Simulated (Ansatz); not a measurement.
`[F][SnH2][I]` + HCl → `[Cl][SnH2][I]` + H–F at 298.15 K and 1 bar (ligand exchange at the Sn–F bond).

Gas-phase electronic energies from Ansatz, PBE0-D4/def2-TZVP geometries. CCSD(T)/CBS is the MP2 limit (def2-TZVPP, def2-QZVPP) plus CCSD(T) − MP2 in def2-TZVPP, frozen cores. This one scheme is used for every species. def2 core potentials past Kr. For I, Sn outer-core shells are correlated without core-valence functions, which leaves a few kJ/mol of doubt a bond.

| species | CCSD(T)/CBS energy (Eh) | H − E (kJ/mol) | S (J/(mol·K)) |
| --- | --- | --- | --- |
| `[F][SnH2][I]` | -612.52381 | 58.3 | 328.9 |
| HCl | -460.38127 | 26.6 | 186.8 |
| `[Cl][SnH2][I]` | -972.52417 | 57.2 | 340.2 |
| H–F | -100.39570 | 33.5 | 173.6 |

H − E and S are ideal-gas, rigid-rotor, harmonic terms from PBE0-D4/def2-TZVP. 1 Eh = 2625.50 kJ/mol, R = 8.31446 J/(mol·K).

Question: By hand: ΔE, ΔH, ΔS and ΔG.

Answer: ΔE = (-972.52417) + (-100.39570) − (-612.52381) − (-460.38127) = -0.01479 Eh = -38.8 kJ/mol. Δ(H − E) = 57.2 + 33.5 − 58.3 − 26.6 = 5.8, so ΔH = -33.0 kJ/mol. ΔS = 340.2 + 173.6 − 328.9 − 186.8 = -1.9 J/(mol·K). ΔG = -33.0 − 298.15 × (-1.9)/1000 = -32.4 kJ/mol.

Question: By hand: the equilibrium constant, and the temperature at which ΔG would vanish if ΔH and ΔS stayed fixed.

Answer: log₁₀ K = −ΔG/(RT ln 10) = 5.7. ΔG = 0 at ΔH/ΔS = 17368 K, far beyond where these terms or the molecules hold.

The number of gas molecules stays the same, so ΔS is small and ΔH decides. A doubt of 5 kJ/mol in ΔE shifts log₁₀ K by 0.9 here. These are equilibria of isolated gas molecules and say nothing of rates. Largest T1 diagnostic: 0.012 (customary marks: 0.02 for closed shells, 0.045 for open ones).
